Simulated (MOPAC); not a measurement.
MOPAC input (MNDO):

```
MNDO PRECISE GNORM=0.05 LET XYZ CHARGE=1 GEO-OK AUX(PRECISION=9) THREADS=1
HGeO2

Ge   -0.03721200 1   -0.02889900 1    0.04351200 1
O     1.23717100 1    0.29495200 1   -1.01494500 1
O    -1.33526600 1   -0.13651400 1    0.97754000 1
H     1.97553800 1   -0.34272600 1   -1.09314200 1
```

From the output:

```
                                                       MOPAC v23.2.5 Linux

          FINAL HEAT OF FORMATION =        180.31676 KCAL/MOL =     754.44534 KJ/MOL

          COSMO AREA              =         90.01 SQUARE ANGSTROMS
          COSMO VOLUME            =         75.41 CUBIC ANGSTROMS

          GRADIENT NORM           =          0.04744          =       0.02372 PER ATOM
          IONIZATION POTENTIAL    =         17.109285 EV
          HOMO LUMO ENERGIES (EV) =        -17.109 -7.693
          NO. OF FILLED LEVELS    =          8
          MOLECULAR WEIGHT        =        105.5967         POINT GROUP:  C2v

          MOLECULAR DIMENSIONS (Angstroms)

            Atom       Atom       Distance
            H     4    O     3     4.20332
            O     3   Ge     1     0.02069
           Ge     1    O     2     0.00081

          SCF CALCULATIONS        =        255

   ATOM   CHEMICAL          X               Y               Z
  NUMBER   SYMBOL      (ANGSTROMS)     (ANGSTROMS)     (ANGSTROMS)

     1      Ge         -0.06001187  *  -0.01640792  *   0.05160240  *
     2       O          1.29439901  *   0.12457705  *  -0.93265522  *
     3       O         -1.35837565  *  -0.13212429  *   0.97590770  *
     4       H          2.03309426  *   0.21258961  *  -1.48315878  *

                             CARTESIAN COORDINATES

   1   Ge       -0.060011868    -0.016407917     0.051602401
   2    O        1.294399014     0.124577054    -0.932655224
   3    O       -1.358375649    -0.132124293     0.975907703
   4    H        2.033094258     0.212589614    -1.483158778

           Empirical Formula: H O2 Ge  =     4 atoms

      MOLECULAR POINT GROUP   :   C2v

                  EIGENVALUES
 -45.79961 -42.32317 -25.89342 -19.59714 -19.59705 -18.41036 -17.10947 -17.10928
  -7.69317  -5.84961  -5.84844  -1.13270   1.81973

              NET ATOMIC CHARGES AND DIPOLE CONTRIBUTIONS

  ATOM NO.   TYPE          CHARGE      No. of ELECS.   s-Pop       p-Pop
    1         Ge           2.058023        1.9420     0.52496     1.41702
    2          O          -0.764985        6.7650     1.68841     5.07657
    3          O          -0.634587        6.6346     1.90226     4.73233
    4          H           0.341550        0.6585     0.65845
 DIPOLE           X         Y         Z       TOTAL
 POINT-CHG.     2.278     0.181    -1.605     2.792
 HYBRID         1.409     0.144    -1.023     1.748
 SUM            3.687     0.326    -2.628     4.540

          ATOMIC ORBITAL ELECTRON POPULATIONS

     Atom    s        px        py        pz
    1 Ge   0.52496   0.50760   0.43591   0.47352
    2  O   1.68841   1.49005   1.90516   1.68136
    3  O   1.90226   1.49955   1.65343   1.57936
    4  H   0.65845

 **********************
 *                    *
 * JOB ENDED NORMALLY *
 *                    *
 **********************

 == MOPAC DONE ==
```

The dipole moment of an ion depends on the origin.

The geometry given is a B3LYP-D3(BJ)/def2-TZVP minimum.
